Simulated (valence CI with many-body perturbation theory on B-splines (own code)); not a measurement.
## Nb²⁰⁺: calculated level list

Calculated by relativistic CI+MBPT: three valence electrons over a frozen Dirac-Fock core [Ar], a basis of 9 s, 9 p, 10 d, 8 f, 5 g, 3 h, 1 i functions for each j, with the one-electron correlation potential Σ1, the two-electron term Σ2, the three-electron term Σ3, Breit, model QED; selected CI, second order for the rest (own B-spline code, finite nucleus).

No measured levels were compared; by estimate terms of the open shell hold to 2 to 4 % of their energy, and close levels can change places. Core correlation moves these levels by up to 6100 cm⁻¹, and in measured spectra 5 to 20 % of such shifts remained as error; rates that hang on mixing are uncertain with them. Only levels of the ground parity were solved; by the run's estimate the other parity begins above the list, which can be wrong where configurations are misplaced.

Levels 1 to 19 of 19, with energies above the lowest level, 3d³ ⁴F_3/2. "Leading %" is the weight of the configuration and term that name the level; weights of strongly mixed levels are sums over their largest components and can fall short. In the jj column 3d3/2^4 stands for four electrons in 3d with j = 3/2. Lifetimes count E1, E2, E3, M1 and M2 decay at the calculated energies, and are blank where another channel may lead or the interval is too uncertain; long ones can be off by a factor of two.

```
No.  Configuration  Term     J  E (cm⁻¹)  Leading %  Lifetime             Leading jj  Second component
  1            3d³    ⁴F   3/2       0.0         91                   3d3/2^3 (62 %)        8 % 3d³ ²D
  2            3d³    ⁴F   5/2     14445         97   8.25 ms   3d3/2^2 3d5/2 (88 %)                  
  3            3d³    ⁴F   7/2     28293         94   9.45 ms   3d3/2 3d5/2^2 (59 %)        5 % 3d³ ²G
  4            3d³    ⁴F   9/2     40057         82   25.8 ms   3d3/2 3d5/2^2 (46 %)       16 % 3d³ ²G
  5            3d³    ⁴P   3/2     55929         56   2.88 ms   3d3/2^2 3d5/2 (72 %)       30 % 3d³ ²P
  6            3d³    ⁴P   1/2     61438         80   22.9 ms   3d3/2^2 3d5/2 (92 %)       20 % 3d³ ²P
  7            3d³    ²G   7/2     74923         93   1.30 ms   3d3/2 3d5/2^2 (58 %)        6 % 3d³ ⁴F
  8            3d³    ²H   9/2     78482         51   1.60 ms   3d3/2^2 3d5/2 (61 %)       35 % 3d³ ²G
  9            3d³    ⁴P   5/2     81615         93   4.17 ms   3d3/2 3d5/2^2 (65 %)        6 % 3d³ ²D
 10            3d³    ²D   3/2     92335         50    541 μs   3d3/2 3d5/2^2 (90 %)       35 % 3d³ ⁴P
 11            3d³    ²P   1/2     98732         80   1.40 ms   3d3/2 3d5/2^2 (92 %)       20 % 3d³ ⁴P
 12            3d³    ²H  11/2    107440        100   4.32 ms  3d3/2 3d5/2^2 (100 %)                  
 13            3d³    ²D   5/2    113810         92    838 μs   3d3/2 3d5/2^2 (62 %)        5 % 3d³ ⁴P
 14            3d³    ²G   9/2    114970         49    886 μs         3d5/2^3 (64 %)       47 % 3d³ ²H
 15            3d³    ²P   3/2    129720         60    583 μs         3d5/2^3 (86 %)       31 % 3d³ ²D
 16            3d³    ²F   7/2    147830         97   1.42 ms   3d3/2 3d5/2^2 (83 %)                  
 17            3d³    ²F   5/2    149450         92   1.79 ms   3d3/2 3d5/2^2 (48 %)        7 % 3d³ ²D
 18            3d³    ²D   5/2    222840         92    248 μs         3d5/2^3 (54 %)        7 % 3d³ ²F
 19            3d³    ²D   3/2    224210        100             3d3/2 3d5/2^2 (86 %)
```

Names give the largest LS component (configuration and term), which can be under half, so a name can repeat, a term be missing and a line seem to break the LS rules; names also repeat where a configuration has a term twice.

The ionisation energy to 3d² ³F2 of the next ion comes out as 877.1 eV (NIST: 877 ± 4 eV (theoretical)). All 19 levels together are meant to be complete up to 233170 cm⁻¹.
